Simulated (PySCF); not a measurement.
Here is a job for PySCF.
```python
from pyscf import gto, scf, cc

mol = gto.Mole()
mol.atom = '''
    C     0.01018319   -0.00657116    0.53245374
    F    -0.01807559    1.27792011   -0.10226750
    F     1.11097537   -0.62281319   -0.14731810
    F    -1.09968858   -0.65072614   -0.10538356
'''
mol.basis = '6-31g'
mol.charge = -1
mol.verbose = 4
mol.build()

mf = scf.RHF(mol)
mf.kernel()

mycc = cc.CCSD(mf)
mycc.diis_space = 3
mycc.kernel()
print('E(CCSD) = %.10f' % mycc.e_tot)
```

**Question.** What does this run give for the SCF-reference Mulliken (on the basis functions themselves) charges in atom order, T1 diagnostic, SCF-reference HOMO energy?

**Answer.** 
```
Item                                                                                                             Result
--------------------------------------------------------------------------------  -------------------------------------
SCF-reference Mulliken (on the basis functions themselves) charges in atom order  C1 0.68, F2 -0.56, F3 -0.56, F4 -0.56
T1 diagnostic                                                                                                     0.010
SCF-reference HOMO energy                                                                                      -3.35 eV
```
